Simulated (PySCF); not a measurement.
A TDDFT job was run through a driver script with this input:

```
{"job": {"kind": "uv", "xc": "CAM-B3LYP", "basis": "def2-SVPD", "nstates": 8, "ntriplets": 3}, "charge": 0, "multiplicity": 1}
C      2.765998     0.244640    -0.694920
C      2.234008    -0.698564     0.071493
B      0.792649    -1.281121    -0.047994
N     -0.376429    -0.494002    -0.069263
Si    -1.926587    -1.254020    -0.370250
Si    -0.345726     1.240925     0.227007
N     -1.711366     1.600249     1.213850
H      3.796031     0.560781    -0.612446
H      2.187634     0.734283    -1.462436
H      2.890006    -1.171898     0.798571
H      0.684764    -2.451342    -0.139609
H     -2.750481    -0.298921    -1.123684
H     -1.720339    -2.450627    -1.181834
H     -2.570026    -1.584841     0.905933
H      0.794653     1.626003     1.048290
H     -0.341721     1.890298    -1.097032
H     -2.620140     1.258976     0.946110
H     -1.791687     2.535499     1.576555
```

The program printed:

```
coarse grid: 15456 points
cycle   1  E = -795.6229123657  dE =  6.228e-01  |g| = 5.676e-01  |ddm| = 6.697e+00
cycle   2  E = -795.6167737616  dE =  6.139e-03  |g| = 6.179e-01  |ddm| = 2.243e+00
cycle   3  E = -795.6997770520  dE = -8.300e-02  |g| = 6.980e-02  |ddm| = 1.016e+00
cycle   4  E = -795.7007834785  dE = -1.006e-03  |g| = 3.432e-02  |ddm| = 1.667e-01
cycle   5  E = -795.7010692860  dE = -2.858e-04  |g| = 8.046e-03  |ddm| = 7.856e-02
cycle   6  E = -795.7010828203  dE = -1.353e-05  |g| = 2.247e-03  |ddm| = 1.470e-02
cycle   7  E = -795.7010841228  dE = -1.303e-06  |g| = 4.191e-04  |ddm| = 5.922e-03
final grid: 138552 points
cycle   8  E = -795.8074821212  dE = -2.883e-05  |g| = 3.972e-03  |ddm| = 8.592e-02
cycle   9  E = -795.8074820159  dE =  1.052e-07  |g| = 4.275e-03  |ddm| = 1.431e-02
cycle  10  E = -795.8074860314  dE = -4.015e-06  |g| = 4.569e-04  |ddm| = 6.469e-03
cycle  11  E = -795.8074860772  dE = -4.578e-08  |g| = 1.747e-04  |ddm| = 8.692e-04
cycle  12  E = -795.8074860857  dE = -8.483e-09  |g| = 4.875e-05  |ddm| = 4.546e-04
cycle  13  E = -795.8074860862  dE = -5.457e-10  |g| = 1.402e-05  |ddm| = 1.144e-04
converged SCF energy = -795.8074860862

Static polarisability (au): isotropic 102.625, principal 86.209 103.049 118.617

Singlet excitations
state   eV       nm        f      main configurations
  1   5.9426    208.6   0.10067   H->L 0.68, H-3->L 0.21
  2   6.4107    193.4   0.08724   H-3->L 0.37, H-1->L 0.29, H->L 0.15
  3   6.5590    189.0   0.01552   H-1->L+1 0.70, H-1->L+3 0.09
  4   6.7501    183.7   0.02206   H-1->L 0.47, H-3->L 0.28
  5   7.0709    175.3   0.04371   H-2->L 0.34, H->L+2 0.26, H-1->L 0.14
  6   7.1878    172.5   0.05402   H-2->L 0.37, H->L+2 0.31, H->L+1 0.11
  7   7.3991    167.6   0.01800   H-1->L+2 0.51
  8   7.5626    163.9   0.04082   H->L+1 0.44, H->L+2 0.14, H-2->L+1 0.13

Triplet excitations (Tamm-Dancoff, eV): 4.0921 5.6026 5.9582
```

Theory: TDDFT CAM-B3LYP/def2-SVPD, vertical, gas phase, core orbitals frozen in the response (PySCF 2.14.0, density-fitted response routines). One conformer (not necessarily the lowest) at the GFN2-xTB geometry, without solvent, vibrations or thermal averaging.

(1) Give the energy of state 5 in hartree, cm⁻¹ and kJ/mol.

(2) What is the total energy of state 5 at this geometry?

(3) How much of the mean polarisability do the listed states account for?

(4) What share of the summed oscillator strength falls to the strongest level in this window?

(5) Give the mean polarisability in Å³.

(6) Which species is it?

Answers

(1) 0.25985 hartree, 57031 cm⁻¹, 682.2 kJ/mol.

(2) -795.80749 + 0.25985 = -795.54764 hartree.

(3) The sum over states Σ f/ΔE² (ΔE in hartree) gives 6.50 au, 6% of the total; the rest comes from higher roots of the same response equations.

(4) State 1 at 209 nm: 0.1007 of 0.3820, or 26%.

(5) 102.63 au × 0.148185 = 15.21 Å³.

(6) `C=CBN([SiH3])[SiH2]N` (C2H11BN2Si2), point group C1.

The SCF starts on a coarse grid; the energy jumps when the final grid takes over, and dE counts afresh there. H and L stand for HOMO and LUMO.

Shape of the structure used: `[CH2:1]=[CH:2][BH:3][N:4]([SiH3:5])[SiH2:6][NH2:7]`: C1–C2–B3–N4 -53°, C2–B3–N4–Si5 174°, B3–N4–Si6–N7 -139°, H–N7–Si6–N4 -50°, H–N7–Si6–N4 173°.
